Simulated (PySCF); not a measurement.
Point-charge models of `FC(F)(F)CC(F)(F)F` (CF3CH2CF3) against its computed dipole.

Coordinates (PBE0-D3(BJ)/def2-TZVP, Å) and charges (e) from the PBE0/pcSseg-2 density (PySCF):

```csv
atom,x,y,z,Mulliken,IAO,Hirshfeld,ESP-fitted
F1,2.162,-0.882,-0.615,-0.2399,-0.2878,-0.0904,-0.2009
C2,1.273,0.060,-0.272,+0.6806,+0.8340,+0.2545,+0.6335
F3,1.718,0.645,0.841,-0.2289,-0.2775,-0.0874,-0.1787
F4,1.268,0.977,-1.240,-0.2295,-0.2784,-0.0881,-0.1805
C5,-0.082,-0.587,-0.085,-0.1121,-0.3785,-0.1192,-0.6413
C6,-1.207,0.336,0.329,+0.6807,+0.8341,+0.2545,+0.6598
F7,-1.429,1.297,-0.569,-0.2293,-0.2782,-0.0877,-0.1862
F8,-0.979,0.921,1.505,-0.2292,-0.2779,-0.0877,-0.1861
F9,-2.335,-0.377,0.446,-0.2398,-0.2877,-0.0903,-0.2075
H10,0.015,-1.364,0.674,+0.0740,+0.1989,+0.0708,+0.2434
H11,-0.363,-1.055,-1.029,+0.0733,+0.1991,+0.0706,+0.2444
```

Question: What dipole does each set of charges give (1 e·Å = 4.803 D), and what does the density give?

Answer: The full density gives (-0.28, -1.93, -0.27) D, 1.97 D in size; dipole vectors point from the negative to the positive end.

```csv
scheme,μx,μy,μz,size (D),share of the full size (%),angle to the full dipole (°)
Mulliken,-0.30,-2.02,-0.28,2.06,105,0
IAO,-0.45,-3.05,-0.43,3.11,158,0
Hirshfeld,-0.16,-1.07,-0.15,1.10,56,0
ESP-fitted,-0.29,-1.93,-0.28,1.97,100,0
```

Question: Which set comes closest?

Answer: Length of the difference vector: ESP-fitted 0.01 D, Mulliken 0.10 D, Hirshfeld 0.87 D, IAO 1.14 D. Closest: ESP-fitted. The schemes that divide the density aren't constrained to reproduce the dipole.

Question: What is left for the Hirshfeld atoms' own dipoles?

Answer: The Hirshfeld atoms' densities add up to the full density, so μ = Σ q r + Σ (atomic dipoles). The atomic dipoles sum to (-0.28, -1.93, -0.27) − (-0.16, -1.07, -0.15) = (-0.12, -0.86, -0.12) D, 0.87 D in size.

Question: With the origin at the mean of the coordinates, (0.004, -0.003, -0.001) Å, which are the largest single terms, by size, of the ESP-fitted dipole along the direction of the full one?

Answer: C5 -1.84, H10 +1.45, H11 +1.44, F7 +0.88, F8 +0.87 D; all 11 atoms together +1.97 D. The single terms depend on the origin, their sum doesn't.

Question: Give the size of the full dipole in other units.

Answer: 1.97 D = 0.774 au = 0.409 e·Å = 6.56 × 10⁻³⁰ C·m.

Isolated species at its PBE0-D3(BJ)/def2-TZVP geometry, gas phase.

Conformer computed: `[F:1][C:2]([F:3])([F:4])[CH2:5][C:6]([F:7])([F:8])[F:9]`: F1–C2–C5–C6 179°, C2–C5–C6–F7 61°.
